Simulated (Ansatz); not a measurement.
`[Cl][SbH2]` + `NC=O` → `O=C[NH][SbH2]` + HCl at 700 K and 1 bar (ligand exchange at the Sb–Cl bond).

Program: Ansatz. Geometries: PBE0-D4/def2-TZVP. ΔE: electronic, gas phase. CCSD(T)/CBS adds triple-zeta CCSD(T) − MP2 to the extrapolated MP2 energy (def2 sets, frozen cores). This one scheme is used for every species. def2 core potentials past Kr. For Sb outer-core shells are correlated without core-valence functions, which leaves a few kJ/mol of doubt a bond. One conformer a species, not always the lowest.

```tsv
species	CCSD(T)/CBS energy (Eh)	H − E (kJ/mol)	S (J/(mol·K))
`[Cl][SbH2]`	-701.00845	74.0	329.0
`NC=O`	-169.73435	160.3	314.7
`O=C[NH][SbH2]`	-410.33905	190.9	415.8
HCl	-460.38127	38.4	211.8
```

H − E and S are ideal-gas, rigid-rotor, harmonic terms from PBE0-D4/def2-TZVP, for one conformer and one mirror image of each species. 1 Eh = 2625.50 kJ/mol, R = 8.31446 J/(mol·K).

**Question.** By hand: ΔE, ΔH, ΔS and ΔG.

**Answer.** ΔE = (-410.33905) + (-460.38127) − (-701.00845) − (-169.73435) = 0.02248 Eh = 59.0 kJ/mol. Δ(H − E) = 190.9 + 38.4 − 74.0 − 160.3 = -5.0, so ΔH = 54.0 kJ/mol. ΔS = 415.8 + 211.8 − 329.0 − 314.7 = -16.1 J/(mol·K). ΔG = 54.0 − 700 × (-16.1)/1000 = 65.3 kJ/mol.

**Question.** By hand: the equilibrium constant, and the temperature at which ΔG would vanish if ΔH and ΔS stayed fixed.

**Answer.** log₁₀ K = −ΔG/(RT ln 10) = -4.9. ΔH and −TΔS have one sign here, so there is no such temperature.

ΔH outweighs TΔS. A doubt of 5 kJ/mol in ΔE shifts log₁₀ K by 0.4 here. Other conformers and mirror images would add mixing entropy, several J/(mol·K) or more a flexible species. These are equilibria of isolated gas molecules and say nothing of rates. Largest T1 diagnostic: 0.017 (customary marks: 0.02 for closed shells, 0.045 for open ones).
